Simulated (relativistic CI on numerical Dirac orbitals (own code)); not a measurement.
# Hyperfine structure of Tb62+, mass number 159

Computed by Dirac-Coulomb-Breit CI, KLI orbitals optimised for each configuration, QED by a radiative potential, unscaled Slater integrals (own radial code, finite nucleus).

Configuration list (outside the closed core 1s2): 2s, 2p, 3s, 3p, 3d, 4s, 4p, 4d, 4f, 5s, 5p, 5d, 5f, 5g. Levels of other configurations are missing.

Nuclear spin I = 3/2, μ = 2.009 μN, Q = 1.432 b (tables of Stone and Pyykkö). The electronic factors are computed for point nuclear moments, without core polarisation or the Bohr-Weisskopf and QED corrections.

```csv
Level,E (eV),A (GHz),B (GHz)
2s ²S1/2,0.00,18540,
2p ²P°1/2,157.48,5977,
2p ²P°3/2,997.77,775.2,1620
3s ²S1/2,8305.85,5506,
3p ²P°1/2,8348.80,1832,
3p ²P°3/2,8598.98,238.7,508
3d ²D3/2,8610.65,138.2,99.5
3d ²D5/2,8683.91,55.66,124
```

Levels with J = 0, under 50 % of one LS term, or S terms without an open s electron are left out. Small factors come from cancelling terms and can be off by tens of per cent or more.

At this charge energies of transitions that change n are usually good to better than 1 %, and those within a shell (Δn = 0) to a few per cent.

**Question.** Give the hyperfine levels of 2s ²S1/2 relative to its centre of gravity.

**Answer.** With K = F(F + 1) − I(I + 1) − J(J + 1), E = AK/2: F = 1: -23180, F = 2: 13910 GHz.
